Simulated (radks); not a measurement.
Task: These are the eigenvalues of the occupied orbitals of an atom or ion with whole-number occupations (hartree). Method: scalar-relativistic Kohn-Sham, LDA (Slater exchange, Perdew-Wang correlation), spin-unpolarised, spherical densities, finite nucleus; Fermi nuclear charge, rms radius of each element as measured or else 0.836 A^(1/3) + 0.57 fm; computed with a radial shooting solver on a logarithmic mesh with Libxc functionals.

| orbital | eigenvalue |
|---|---|
| 1s | -1.41077 |

Which element is it, and in what charge state? The configuration may be excited.

Result: Z = 2, helium, charge +1: He+ in 1s1. The 1s level, -1.4108 hartree, gives Z - s = 1.7 by -(Z - s)^2/2, which with screening and relativity narrows Z to a few neighbours, and the depths must fix Z and the occupations together.
